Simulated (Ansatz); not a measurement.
Two members of one family (X3Ti-Y-SiH3), computed with Ansatz in the gas phase. The two geometries come from different levels. Binding counts from free atoms in the multiplicity of their measured ground term, without zero-point energy. Names give formal oxidation states. A dash marks a value that wasn't run or was left out as unsound. The structures are stationary points that may keep the symmetry of their start. Remarks come from the PBE and PBE0 runs and from stability tests at other levels; not every state was tested. HOMO above LUMO (over both spins in singlets and doublets, within one spin in higher multiplets; at PBE or PBE0), or a gap under 0.15 eV within one spin, warns that the state may not be the lowest or that an electron is smeared out.

First: (F)3Ti-O-SiH3 (singlet, charge 0, r2SCAN-D4/def2-SVP geometry).

```xyz
9

Ti   -0.179   -0.282   -1.657
F     0.063   -1.975   -1.991
F     1.001    0.653   -2.536
F    -1.780    0.183   -2.170
O    -0.001    0.013    0.072
Si    0.184    0.292    1.718
H    -1.018    1.013    2.220
H     0.326   -1.017    2.414
H     1.404    1.119    1.931
```

```csv
level,HOMO (eV),LUMO (eV),gap (eV),vertical triplet (eV),binding per atom (eV)
PBE-D4/def2-TZVP,-8.21,-3.38,4.83,5.96,–
r2SCAN-D4/def2-TZVP,-8.59,-3.38,5.21,6.06,–
B3LYP-D4/6-31G,-9.31,-2.57,6.74,–,4.02
PBE0-D4/def2-SVP,-9.58,-2.44,7.14,–,4.20
PBE0-D4/def2-TZVP,-9.67,-2.47,7.20,5.90,4.19
```

Metal–donor distances: 3 × F 1.74 Å, 1 × O 1.76 Å. Remarks: gap within one spin near zero at PBE or PBE0 (triplet).

Second: (Cl)3Ti-S-SiH3 (singlet, charge 0, PBE-D4/def2-SVP geometry).

Cartesian coordinates in Å:
```
Ti -1.593 -0.127 -0.236
Cl -1.353 -0.381 -2.394
Cl -1.087 -1.991 0.792
Cl -3.593 0.566 0.256
S -0.186 1.466 0.509
Si 1.645 0.293 0.303
H 2.740 1.285 0.040
H 1.895 -0.453 1.580
H 1.532 -0.659 -0.850
```

Estimate how these quantities change from the first to the second (second minus first).


| level | Δ HOMO (eV) | Δ LUMO (eV) | Δ gap (eV) | Δ vertical triplet (eV) | Δ binding per atom (eV) |
| --- | --- | --- | --- | --- | --- |
| PBE-D4/def2-TZVP | 1.17 | -1.05 | -2.22 | -2.94 | – |
| r2SCAN-D4/def2-TZVP | 1.24 | -1.06 | -2.30 | -3.09 | – |
| B3LYP-D4/6-31G | 1.19 | -1.45 | -2.63 | – | -0.90 |
| PBE0-D4/def2-SVP | 1.39 | -1.22 | -2.61 | – | -0.82 |
| PBE0-D4/def2-TZVP | 1.45 | -1.13 | -2.58 | -3.22 | -0.80 |

Metal–donor distances: 3 × Cl 2.17 to 2.19 Å, 1 × S 2.25 Å.
